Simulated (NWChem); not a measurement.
C₃H₆Si; SMILES C=C=C[SiH3]

Results from NWChem. Pople sets run with spherical d functions. Geometry: optimised at B3LYP/6-31G* (spherical d). Level: B3LYP/6-31G* with SMD (1 M gas to 1 M solution), gas-phase geometry. Reactions with the solvent are ignored.

For solvent water:

* **solvation free energy (kcal/mol)**: 2.3
* **cavity-dispersion-structure term (kcal/mol)**: 4.4

Problem. Estimate the same quantities for solvent toluene.

Solution. 
| Item | Result |
|---|---|
| solvation free energy (kcal/mol) | -1.8 |
| cavity-dispersion-structure term (kcal/mol) | -0.6 |
